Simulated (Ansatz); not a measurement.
Ideal-gas functions of `FC#[C][GeH3]` at 800 K and 1 bar, from an Ansatz frequency run at PBE0-D4/def2-TZVP.

Molar mass 118.65 g/mol, point group C3v (symmetry number 3), electronic degeneracy 1, moments of inertia 6.377, 355.606, 355.606 u Å². Harmonic wavenumbers (cm⁻¹, unscaled): 139, 139, 409, 431, 431, 622, 622, 842, 880, 880, 1210, 2176, 2176, 2177, 2380.

Use S(trans) = R[1.5 ln M + 2.5 ln T − 1.1517]; rotational temperatures θ = 24.2544 K / I; S(rot) = R[ln(√π/σ · √(T³/θAθBθC)) + 1.5]; for each mode x = 1.438777 ν̃/T, S = R[x/(eˣ − 1) − ln(1 − e⁻ˣ)] and H = RT x/(eˣ − 1); 1 cm⁻¹ = 0.0119627 kJ/mol; R = 8.31446 J/(mol·K).

Problem. By hand: the entropy, in J/(mol·K).

Solution. Translation 188.9. Rotation: θ = 3.8034, 0.0682, 0.0682 K, giving 108.2. Vibration, mode by mode: 19.86, 19.86, 11.05, 10.64, 10.64, 7.80, 7.80, 5.62, 5.31, 5.31, 3.32, 0.83, 0.83, 0.83, 0.62, in all 110.3. Electronic 0.0. Sum 407.4 J/(mol·K).

Problem. By hand: H − E and G − E in kJ/mol, counted from the electronic energy.

Solution. Zero-point energy ½ × 15514 × 0.0119627 = 92.8; thermal vibration 44.4; translation, rotation and pV give 4 RT = 26.6. H − E = 163.8 kJ/mol, and G − E = 163.8 − 800 × 407.4/1000 = -162.1 kJ/mol.

Vibration gives 27 % of the entropy, 39.7 J/(mol·K) of it from the modes under 150 cm⁻¹: soft modes count most, and the harmonic formula is weakest for them.
